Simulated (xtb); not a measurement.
xtb input (GFN2-xTB):

```bash
xtb mol.xyz --gfn 2 --ohess tight --chrg 0 --uhf 0
```
mol.xyz:
```
8

C     -2.43190881     0.21271667     0.09509709
Si    -0.61843700     0.03317141     0.00117403
I      0.43345586     2.21930723    -0.51437222
I      0.17148952    -0.65529736     2.20525853
I      0.02440988    -1.60392326    -1.68610191
H     -2.71265644     0.98052863     0.83976511
H     -2.85584861     0.58530070    -0.90171382
H     -2.89936768    -0.70539984     0.34213201
```

Output:

```
           -------------------------------------------------
          |                Calculation Setup                |
           -------------------------------------------------

           -------------------------------------------------
          |                 G F N 2 - x T B                 |
           -------------------------------------------------

        Reference                      10.1021/acs.jctc.8b01176
      * Hamiltonian:
        H0-scaling (s, p, d)           1.850000    2.230000    2.230000
        zeta-weighting                 0.500000
      * Dispersion:
        s8                             2.700000
        a1                             0.520000
        a2                             5.000000
        s9                             5.000000
      * Repulsion:
        kExp                           1.500000    1.000000
        rExp                           1.000000
      * Coulomb:
        alpha                          2.000000
        third order                    shell-resolved
        anisotropic                    true
        a3                             3.000000
        a5                             4.000000
        cn-shift                       1.200000
        cn-exp                         4.000000
        max-rad                        5.000000

          ...................................................
          :                      SETUP                      :
          :.................................................:
          :  # basis functions                  47          :
          :  # atomic orbitals                  43          :
          :  # shells                           17          :
          :  # electrons                        32          :
          :  max. iterations                   250          :
          :  Hamiltonian                  GFN2-xTB          :
          :  restarted?                      false          :
          :  GBSA solvation                  false          :
          :  PC potential                    false          :
          :  electronic temp.          300.0000000     K    :
          :  accuracy                    1.0000000          :
          :  -> integral cutoff          0.2500000E+02      :
          :  -> integral neglect         0.1000000E-07      :
          :  -> SCF convergence          0.1000000E-05 Eh   :
          :  -> wf. convergence          0.1000000E-03 e    :
          :  Broyden damping             0.4000000          :
          :  net charge                          0          :
          :  unpaired electrons                  0          :
          ...................................................

 iter      E             dE          RMSdq      gap      omega  full diag
   1    -16.8188541 -0.168189E+02  0.758E+00    5.85       0.0  T
   2    -16.7588775  0.599766E-01  0.867E+00    4.34       1.0  T
   3    -17.0395072 -0.280630E+00  0.404E+00    5.16       1.0  T
   4    -16.9824513  0.570559E-01  0.334E+00    4.70       1.0  T
   5    -17.0392126 -0.567613E-01  0.142E+00    4.95       1.0  T
   6    -17.0379748  0.123781E-02  0.109E+00    5.12       1.0  T
[...]
     1   6 C        2  14 Si                                      1.8852848
     2  14 Si       3  53 I                                       2.4737805
     2  14 Si       4  53 I                                       2.4738495
Molecule has the following symmetry elements: (C3) 3*(sigma)
It seems to be the C3v point group
     2  14 Si       5  53 I                                       2.4741353 (max)
     1   6 C        6   1 H                                       1.0863480 (min)
     1   6 C        7   1 H                                       1.0864946
     1   6 C        8   1 H                                       1.0864800

 * 3 distinct bonds (by element types)

   Z      Z             #   av. dist./Å        max./Å        min./Å
   1 H    6 C           3     1.0864408     1.0864946     1.0863480
   6 C   14 Si          1     1.8852848     1.8852848     1.8852848
  14 Si  53 I           3     2.4739218     2.4741353     2.4737805

           -------------------------------------------------
          |               Frequency Printout                |
           -------------------------------------------------
 projected vibrational frequencies (cm⁻¹)
eigval :       -0.00    -0.00    -0.00    -0.00     0.00     0.00
eigval :       63.91    64.70   102.82   125.63   138.09   139.60
eigval :      257.65   434.23   435.46   768.96   830.31   830.83
eigval :     1373.81  1462.13  1462.23  3032.46  3033.42  3036.40
 reduced masses (amu)
   1:109.83   2:120.96   3:121.65   4:119.82   5:114.93   6:118.02   7:115.63   8:116.02
   9: 99.80  10:  1.20  11: 29.92  12: 29.51  13: 58.74  14: 39.82  15: 39.74  16: 16.85
  17:  3.82  18:  3.82  19:  3.05  20:  1.58  21:  1.58  22:  1.97  23:  1.94  24:  1.31
 IR intensities (km·mol⁻¹)
   1:  0.56   2:  0.04   3:  0.02   4:  0.13   5:  0.45   6:  0.03   7:  4.77   8:  4.84
   9: 15.43  10:  0.00  11: 13.29  12: 13.33  13: 23.73  14:117.95  15:117.46  16: 88.04
  17:162.84  18:163.64  19: 29.03  20:  0.48  21:  0.49  22: 18.05  23: 18.11  24:  8.87
 Raman intensities (Ä⁴*amu⁻¹)
   1:  0.00   2:  0.00   3:  0.00   4:  0.00   5:  0.00   6:  0.00   7:  0.00   8:  0.00
   9:  0.00  10:  0.00  11:  0.00  12:  0.00  13:  0.00  14:  0.00  15:  0.00  16:  0.00
  17:  0.00  18:  0.00  19:  0.00  20:  0.00  21:  0.00  22:  0.00  23:  0.00  24:  0.00
 output can be read by thermo (or use thermo option).
 writing <g98.out> molden fake output.
 recommended (thermochemical) frequency scaling factor: 1.0
           -------------------------------------------------
          |             Thermodynamic Functions             |
           -------------------------------------------------

c3v symmetry found (for desy threshold:  0.10E+00) used in thermo

          ...................................................
          :                      SETUP                      :
          :.................................................:
          :  # frequencies                          18      :
          :  # imaginary freq.                       0      :
          :  linear?                             false      :
          :  only rotor calc.                    false      :
          :  symmetry                              c3v      :
          :  rotational number                       3      :
          :  scaling factor                  1.0000000      :
          :  rotor cutoff                   50.0000000 cm⁻¹ :
          :  imag. cutoff                  -20.0000000 cm⁻¹ :
          :.................................................:

    mode    ω/cm⁻¹     T·S(HO)/kcal·mol⁻¹    T·S(FR)/kcal·mol⁻¹   T·S(vib)
   ------------------------------------------------------------------------
       1     63.91    -1.29177 ( 72.75%)    -0.98378 ( 27.25%)    -1.20784
       2     64.70    -1.28453 ( 73.71%)    -0.98013 ( 26.29%)    -1.20451
       3    102.82    -1.01376 ( 94.70%)    -0.84294 (  5.30%)    -1.00471
       4    125.63    -0.89798 ( 97.55%)    -0.78359 (  2.45%)    -0.89518
       5    138.09    -0.84383 ( 98.31%)    -0.75559 (  1.69%)    -0.84234
       6    139.60    -0.83760 ( 98.38%)    -0.75236 (  1.62%)    -0.83622
       7    257.65    -0.50019 ( 99.86%)    -0.57083 (  0.14%)    -0.50029
   ------------------------------------------------------------------------

   temp. (K)  partition function   enthalpy   heat capacity  entropy
                                   cal/mol     cal/K/mol   cal/K/mol   J/K/mol
Note: The following floating-point exceptions are signalling: IEEE_DENORMAL
normal termination of xtb
 298.15  VIB   645.                 3532.850     17.750     24.108
         ROT  0.134E+07              888.752      2.981     31.024
         INT  0.868E+09             4421.603     20.731     55.132
         TR   0.844E+28             1481.254      4.968     44.003
         TOT                        5902.8566    25.6992    99.1345   414.7788

       T/K    H(0)-H(T)+PV         H(T)/Eh          T*S/Eh         G(T)/Eh
   ------------------------------------------------------------------------
    298.15    0.940680E-02    0.494858E-01    0.471020E-01    0.238376E-02
   ------------------------------------------------------------------------

         :::::::::::::::::::::::::::::::::::::::::::::::::::::
         ::                  THERMODYNAMIC                  ::
         :::::::::::::::::::::::::::::::::::::::::::::::::::::
         :: total free energy         -16.949712326838 Eh   ::
         ::.................................................::
         :: total energy              -16.952096090349 Eh   ::
         :: zero point energy           0.040078971292 Eh   ::
         :: G(RRHO) w/o ZPVE           -0.037695207781 Eh   ::
         :: G(RRHO) contrib.            0.002383763511 Eh   ::
         :::::::::::::::::::::::::::::::::::::::::::::::::::::

optimized geometry written to: xtbopt.xyz

           -------------------------------------------------
          | TOTAL ENERGY              -16.952096090349 Eh   |
          | TOTAL ENTHALPY            -16.902610318368 Eh   |
          | TOTAL FREE ENERGY         -16.949712326838 Eh   |
          | GRADIENT NORM               0.000358959555 Eh/α |
          | HOMO-LUMO GAP               4.886349530727 eV   |
           -------------------------------------------------

------------------------------------------------------------------------
------------------------------------------------------------------------
 total:
 SCF:
 ANC optimizer:
 analytical hessian:
```
